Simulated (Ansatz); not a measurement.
Ideal-gas functions of `[F][Ge]([F])[SH]` radical at 800 K and 1 bar, from an Ansatz frequency run at PBE0-D4/def2-TZVP.

Molar mass 143.68 g/mol, point group C1 (symmetry number 1), electronic degeneracy 2, moments of inertia 89.14, 179.698, 235.641 u Å². Harmonic wavenumbers (cm⁻¹, unscaled): 108, 178, 199, 236, 383, 688, 702, 736, 2705.

Use S(trans) = R[1.5 ln M + 2.5 ln T − 1.1517]; rotational temperatures θ = 24.2544 K / I; S(rot) = R[ln(√π/σ · √(T³/θAθBθC)) + 1.5]; for each mode x = 1.438777 ν̃/T, S = R[x/(eˣ − 1) − ln(1 − e⁻ˣ)] and H = RT x/(eˣ − 1); 1 cm⁻¹ = 0.0119627 kJ/mol; R = 8.31446 J/(mol·K).

Problem. By hand: the entropy, in J/(mol·K).

Solution. Translation 191.3. Rotation: θ = 0.2721, 0.135, 0.1029 K, giving 123.8. Vibration, mode by mode: 21.95, 17.82, 16.90, 15.50, 11.58, 7.05, 6.91, 6.56, 0.38, in all 104.7. Electronic 5.8. Sum 425.6 J/(mol·K).

Problem. By hand: H − E and G − E in kJ/mol, counted from the electronic energy.

Solution. Zero-point energy ½ × 5935 × 0.0119627 = 35.5; thermal vibration 37.3; translation, rotation and pV give 4 RT = 26.6. H − E = 99.4 kJ/mol, and G − E = 99.4 − 800 × 425.6/1000 = -241.1 kJ/mol.

Vibration gives 25 % of the entropy, 22.0 J/(mol·K) of it from the mode under 150 cm⁻¹: soft modes count most, and the harmonic formula is weakest for them. The sum counts one conformer and one mirror image; others add a mixing term.
